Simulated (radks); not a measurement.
The numbers below are computed, except where a source is named.
Spherical quantum dot in the effective-mass picture: electrons in a hard-walled sphere of radius 7.63, with a point charge +2 (a donor) at the centre, all in effective atomic units (hartree* = m*/eps^2 hartree, bohr* = eps/m* bohr), one dielectric constant everywhere. Level of theory: non-relativistic Kohn-Sham, LDA (Slater exchange, Perdew-Wang correlation), spin-polarised, spherical densities (a radial shooting solver with Libxc functionals). Levels are named by radial order and angular momentum (1s, 1p, 1d, 2s, ...), and open shells are averaged over m. Results are scaled to m* = 0.033 and eps = 10.4, for which hartree* = 8.302 meV and bohr* = 16.68 nm.

N = 14, configuration 1s2 1p6 1d(up 4, down 0) 2s2. This is the lowest configuration that the search found. Occupied and some empty levels:

| level | occupation | eigenvalue (meV) | <r> (nm) |
|---|---|---|---|
| 1s up | 1 | 14.302 | 16.89 |
| 1s down | 1 | 14.303 | 16.74 |
| 2s up | 1 | 16.394 | 88.67 |
| 2s down | 1 | 16.630 | 88.42 |
| 1p up | 3 | 16.680 | 90.06 |
| 1p down | 3 | 16.918 | 89.73 |
| 1d up | 4 | 17.306 | 92.62 |
| 1d down | 0 | 17.550 | 92.50 |
| 1f up | 0 | 18.171 | 94.75 |
| 1f down | 0 | 18.418 | 94.72 |
| 1g up | 0 | 19.256 | 96.60 |
| 1g down | 0 | 19.504 | 96.62 |
| 2p up | 0 | 20.150 | 63.66 |
| 2p down | 0 | 20.268 | 63.20 |

Energy (meV): total 83.9326, kinetic 48.377, external -93.132, Hartree 156.06, exchange-correlation -27.371.
